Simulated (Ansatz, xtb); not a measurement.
## Two isomers of C4H10OSi

Structure a: `C[C@@H](C=O)C[SiH3]`, a singlet. Structure b: `CC[C@@H]([SiH3])C=O`, a singlet. Both are isolated molecules in the gas phase, relaxed with PBE-D3(BJ)/def2-SVP, each in the lowest conformer that the search found.

Problem. Estimate which is lower in electronic energy at CCSD(T)/def2-SVP + ΔMP2/def2-TZVPP, and by roughly how much.

Solution. Too close to call at this level: CCSD(T)/def2-SVP + ΔMP2/def2-TZVPP gives E(b) − E(a) = −0.47 kcal/mol.

Level by level:

```json
{"level": "GFN2-xTB", "geometry": "GFN2-xTB", "E(b) − E(a) (kcal/mol)": "−3.61", "departure from the last row (kcal/mol)": "−3.14", "job, with rough time for the two": "optimisation, 0.39 s"}
{"level": "HF/STO-3G", "geometry": "GFN2-xTB", "E(b) − E(a) (kcal/mol)": "+0.27", "departure from the last row (kcal/mol)": "+0.74", "job, with rough time for the two": "single point, 1.2 s"}
{"level": "r2SCAN-D4/def2-SVP", "geometry": "GFN2-xTB", "E(b) − E(a) (kcal/mol)": "−0.01", "departure from the last row (kcal/mol)": "+0.46", "job, with rough time for the two": "single point, 6.3 s"}
{"level": "PBE-D3(BJ)/def2-SVP", "geometry": "PBE-D3(BJ)/def2-SVP", "E(b) − E(a) (kcal/mol)": "−0.11", "departure from the last row (kcal/mol)": "+0.36", "job, with rough time for the two": "optimisation, 78 s"}
{"level": "HF/def2-SVP", "geometry": "PBE-D3(BJ)/def2-SVP", "E(b) − E(a) (kcal/mol)": "+0.19", "departure from the last row (kcal/mol)": "+0.66", "job, with rough time for the two": "part of the CCSD(T) run"}
{"level": "MP2/def2-SVP", "geometry": "PBE-D3(BJ)/def2-SVP", "E(b) − E(a) (kcal/mol)": "+0.22", "departure from the last row (kcal/mol)": "+0.69", "job, with rough time for the two": "part of the CCSD(T) run"}
{"level": "CCSD(T)/def2-SVP", "geometry": "PBE-D3(BJ)/def2-SVP", "E(b) − E(a) (kcal/mol)": "+0.47", "departure from the last row (kcal/mol)": "+0.94", "job, with rough time for the two": "single point"}
{"level": "CCSD(T)/def2-SVP + ΔMP2/def2-TZVPP", "geometry": "PBE-D3(BJ)/def2-SVP", "E(b) − E(a) (kcal/mol)": "−0.47", "departure from the last row (kcal/mol)": "", "job, with rough time for the two": "single point, 91 s"}
```

As drawn, both hold the same kinds of bond in the same numbers.

The largest departure from CCSD(T)/def2-SVP + ΔMP2/def2-TZVPP is that of GFN2-xTB, 3.14 kcal/mol. The last row adds to CCSD(T) the change of the MP2 difference between the two basis sets, here −0.94 kcal/mol.

With thermal terms from frequencies at re-optimised GFN2-xTB minima (ideal gas, soft modes damped towards free rotors, one conformer each, 298.15 K, 1 atm): on the last row, ΔE + ΔZPE = −0.25, ΔH = −0.19, ΔG = −0.31 kcal/mol.

The correlated steps freeze 10 core orbitals. Programs: Ansatz 0.2.0, xtb 6.7.1; the last row on 2 threads of Intel(R) Xeon(R) Platinum 8259CL CPU @ 2.50GHz (Skylake/Cascade Lake) on a shared host.
